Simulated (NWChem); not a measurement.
The numbers come from NWChem runs, not from measurements. System: HAl, charge 0, spin multiplicity 1, optimised in this run. The structure started from a generated list of species. Level: PBE/def2-SVP.

NWChem printed:

```
             Northwest Computational Chemistry Package (NWChem) 7.3.0
             --------------------------------------------------------

                                NWChem Input Module
                                -------------------

 Scaling coordinates for geometry "geometry" by  1.889725989
 (inverse scale =  0.529177249)

 Turning off AUTOSYM since
 SYMMETRY directive was detected!

          ------
          auto-z
          ------

                             Geometry "geometry" -> ""
                             -------------------------

 Output coordinates in angstroms (scale by  1.889725989 to convert to a.u.)

  No.       Tag          Charge          X              Y              Z
 ---- ---------------- ---------- -------------- -------------- --------------
    1 Al                  13.0000     0.00000000     0.00000000     0.11521957
    2 H                    1.0000     0.00000000     0.00000000    -1.49785443

 Effective nuclear repulsion energy (a.u.)       4.2647170787

            Nuclear Dipole moment (a.u.)
            ----------------------------
        X                 Y               Z
 ---------------- ---------------- ----------------
     0.0000000000     0.0000000000     0.0000000000

      Symmetry information
      --------------------

 Group name             C2v
 Group number             16
 Group order               4
 No. of unique centers     2

      Symmetry unique atoms

     1    2


 Summary of "ao basis" -> "" (spherical)
 ------------------------------------------------------------------------------
       Tag                 Description            Shells   Functions and Types
 ---------------- ------------------------------  ------  ---------------------
 *                          def2-svp                  on all atoms

  pbe96 is a nonlocal functional; adding pw91lda local functional.

                           NWChem Geometry Optimization
                           ----------------------------

 maximum gradient threshold         (gmax) =   0.000450
 rms gradient threshold             (grms) =   0.000300
 maximum cartesian step threshold   (xmax) =   0.001800
 rms cartesian step threshold       (xrms) =   0.001200
 fixed trust radius                (trust) =   0.300000
 maximum step size to saddle      (sadstp) =   0.100000
 energy precision                  (eprec) =   5.0D-06
 maximum number of steps          (nptopt) =   80
 initial hessian option           (inhess) =    0
 line search option               (linopt) =    1
 hessian update option            (modupd) =    1
 saddle point option              (modsad) =    0
 initial eigen-mode to follow     (moddir) =    0
 initial variable to follow       (vardir) =    0
 follow first negative mode     (firstneg) =    T
 apply conjugacy                    (opcg) =    F
 source of zmatrix                         =   autoz

          -------------------
          Energy Minimization
          -------------------

 Names of Z-matrix variables
    1

 Variables with the same non-blank name are constrained to be equal

 Using diagonal initial Hessian
 Scaling for Hessian diagonals: bonds = 1.00  angles = 0.25  torsions = 0.10

          --------
          Step   0
          --------

                         Geometry "geometry" -> "geometry"
                         ---------------------------------

 Output coordinates in angstroms (scale by  1.889725989 to convert to a.u.)

  No.       Tag          Charge          X              Y              Z
 ---- ---------------- ---------- -------------- -------------- --------------
    1 Al                  13.0000     0.00000000     0.00000000     0.11521957
    2 H                    1.0000     0.00000000     0.00000000    -1.49785443

 Effective nuclear repulsion energy (a.u.)       4.2647170787

            Nuclear Dipole moment (a.u.)
            ----------------------------
        X                 Y               Z
 ---------------- ---------------- ----------------
     0.0000000000     0.0000000000     0.0000000000

      Symmetry information
      --------------------

 Group name             C2v
 Group number             16
 Group order               4
 No. of unique centers     2
[...]
 d_dipole_x/<atom=   2,z> =    -0.0000     [   -0.0000]

 Y vector of derivative dipole (au) [debye/angstrom]
 d_dipole_y/<atom=   1,x> =    -0.0000     [   -0.0000]
 d_dipole_y/<atom=   1,y> =    -0.0010     [   -0.0049]
 d_dipole_y/<atom=   1,z> =     0.0000     [    0.0000]
 d_dipole_y/<atom=   2,x> =     0.0000     [    0.0000]
 d_dipole_y/<atom=   2,y> =     0.0010     [    0.0049]
 d_dipole_y/<atom=   2,z> =    -0.0000     [   -0.0000]

 Z vector of derivative dipole (au) [debye/angstrom]
 d_dipole_z/<atom=   1,x> =    -0.0000     [   -0.0000]
 d_dipole_z/<atom=   1,y> =    -0.0000     [   -0.0000]
 d_dipole_z/<atom=   1,z> =     0.7889     [    3.7892]
 d_dipole_z/<atom=   2,x> =     0.0000     [    0.0000]
 d_dipole_z/<atom=   2,y> =     0.0000     [    0.0000]
 d_dipole_z/<atom=   2,z> =    -0.7889     [   -3.7892]

 HESSIAN: the Hessian is done

  Vibrational analysis via the FX method

  See chapter 2 in "Molecular Vibrations" by Wilson, Decius and Cross

  Vib: Default input used

 ---------------------------- Atom information ----------------------------
     atom    #        X              Y              Z            mass
 --------------------------------------------------------------------------
    Al       1  0.0000000D+00  0.0000000D+00  2.8489520D-01  2.6981540D+01
    H        2  0.0000000D+00  0.0000000D+00 -2.8976962D+00  1.0078250D+00
 --------------------------------------------------------------------------

          ----------------------------------------------------
          MASS-WEIGHTED NUCLEAR HESSIAN (Hartree/Bohr/Bohr/Kamu)
          ----------------------------------------------------

               1            2            3            4            5            6
   ----- ----- ----- ----- -----
    1   -6.10483D-04
    2   -4.40976D-07 -6.10545D-04
    3   -6.49329D-06 -5.69086D-06  3.46463D+00
    4    3.43433D-03 -3.15331D-06  3.39319D-05 -1.77054D-02
    5   -3.18433D-06  3.43468D-03  3.07046D-05  1.69407D-05 -1.77072D-02
    6    3.61278D-05  3.17784D-05 -1.79252D+01 -1.86187D-04 -1.64222D-04  9.27480D+01


 ----------------------------------------------------------------------------
 Normal Eigenvalue ||         Derivative Dipole Moments (debye/angs)
  Mode   [cm**-1]  ||      [d/dqX]             [d/dqY]           [d/dqZ]
 ------ ---------- || ------------------ ------------------ -----------------
    1      -22.043 ||      -0.003               0.004             0.000
    2      -22.022 ||       0.004               0.003             0.000
    3        1.180 ||       0.000               0.000             0.000
    4        1.202 ||      -0.000               0.000            -0.000
    5        2.553 ||      -0.000              -0.000             0.000
    6     1594.482 ||      -0.000              -0.000            -3.844
 ----------------------------------------------------------------------------

 ----------------------------------------------------------------------------
 Normal Eigenvalue ||                 Infra Red Intensities
  Mode   [cm**-1]  || [atomic units] [(debye/angs)**2] [(KM/mol)] [arbitrary]
 ------ ---------- || -------------- ----------------- ---------- -----------
    1      -22.043 ||    0.000001           0.000         0.001       0.000
    2      -22.022 ||    0.000001           0.000         0.001       0.000
    3        1.180 ||    0.000000           0.000         0.000       0.000
    4        1.202 ||    0.000000           0.000         0.000       0.000
    5        2.553 ||    0.000000           0.000         0.000       0.000
    6     1594.482 ||    0.640569          14.778       624.458      60.000
 ----------------------------------------------------------------------------

        Vibrational analysis via the FX method
  --- with translations and rotations projected out ---
  --- via the Eckart algorithm                      ---
 Dependent rotation vector no.                    3
  found in ECKART; assuming linear geometry
 Projected Nuclear Hessian trans-rot subspace norm:1.0195D-46
                         (should be close to zero!)

          --------------------------------------------------------
          MASS-WEIGHTED PROJECTED HESSIAN (Hartree/Bohr/Bohr/Kamu)
          --------------------------------------------------------

               1            2            3            4            5            6
   ----- ----- ----- ----- -----
    1    0.00000D+00
    2    0.00000D+00  0.00000D+00
    3    9.81033D-22  9.81033D-22  3.46443D+00
    4    0.00000D+00  0.00000D+00 -6.18641D-21  0.00000D+00
    5    0.00000D+00  0.00000D+00 -6.66229D-21  0.00000D+00  0.00000D+00
    6   -5.07603D-21 -5.07603D-21 -1.79256D+01  2.62643D-20  2.62643D-20  9.27499D+01

 center of mass
 --------------
 x =   0.00000000 y =   0.00000000 z =   0.17029828

 moments of inertia (a.u.)
 ------------------
           9.840577659414           0.000000000000           0.000000000000
           0.000000000000           9.840577659414           0.000000000000
           0.000000000000           0.000000000000           0.000000000000

 Rotational Constants
 --------------------
 A=   0.000000 cm-1  (  0.000000 K)
 B=   6.117545 cm-1  (  8.801586 K)
 C=   6.117545 cm-1  (  8.801586 K)

 Temperature                      =   298.15K
 frequency scaling parameter      =   1.0000

 Linear Molecule

 Zero-Point correction to Energy  =    2.278 kcal/mol  (  0.003631 au)
 Thermal correction to Energy     =    3.761 kcal/mol  (  0.005993 au)
 Thermal correction to Enthalpy   =    4.353 kcal/mol  (  0.006937 au)

 Total Entropy                    =   44.898 cal/mol-K
   - Translational                =   35.906 cal/mol-K (mol. weight =  27.9894)
   - Rotational                   =    8.984 cal/mol-K (symmetry #  =        1)
   - Vibrational                  =    0.008 cal/mol-K

 Cv (constant volume heat capacity) =    5.019 cal/mol-K
   - Translational                  =    2.979 cal/mol-K
   - Rotational                     =    1.986 cal/mol-K
   - Vibrational                    =    0.054 cal/mol-K


 ----------------------------------------------------------------------------
 Normal Eigenvalue ||    Projected Derivative Dipole Moments (debye/angs)
  Mode   [cm**-1]  ||      [d/dqX]             [d/dqY]           [d/dqZ]
 ------ ---------- || ------------------ ------------------ -----------------
    1        0.000 ||      -0.001              -0.000            -0.000
    2        0.000 ||      -0.000              -0.001            -0.000
    3        0.000 ||       0.005               0.000             0.000
    4        0.000 ||       0.000               0.005             0.000
    5        0.000 ||       0.000               0.000             0.000
    6     1594.499 ||      -0.000              -0.000            -3.844
 ----------------------------------------------------------------------------

 ----------------------------------------------------------------------------
 Normal Eigenvalue ||           Projected Infra Red Intensities
  Mode   [cm**-1]  || [atomic units] [(debye/angs)**2] [(KM/mol)] [arbitrary]
 ------ ---------- || -------------- ----------------- ---------- -----------
    1        0.000 ||    0.000000           0.000         0.000       0.000
    2        0.000 ||    0.000000           0.000         0.000       0.000
    3        0.000 ||    0.000001           0.000         0.001       0.000
    4        0.000 ||    0.000001           0.000         0.001       0.000
    5        0.000 ||    0.000000           0.000         0.000       0.000
    6     1594.499 ||    0.640569          14.778       624.458      60.000
 ----------------------------------------------------------------------------

 Task  times  cpu:        3.1s     wall:        3.1s

 Total times  cpu:        4.6s     wall:        4.6s
```

Q: Write an NWChem input that would produce this output.

A: Several could match; the one computed here: 
```
start mol
memory heap 200 mb stack 900 mb global 1100 mb
geometry units angstroms
  Al     0.000000     0.000000     0.115220
  H      0.000000     0.000000    -1.497854
  symmetry group C2v
end
basis spherical
  * library def2-svp
end
dft
  xc xpbe96 cpbe96
  semidirect memsize 60000000 filesize 0
  iterations 100
end
driver
  maxiter 80
end
task dft optimize
task dft freq
```
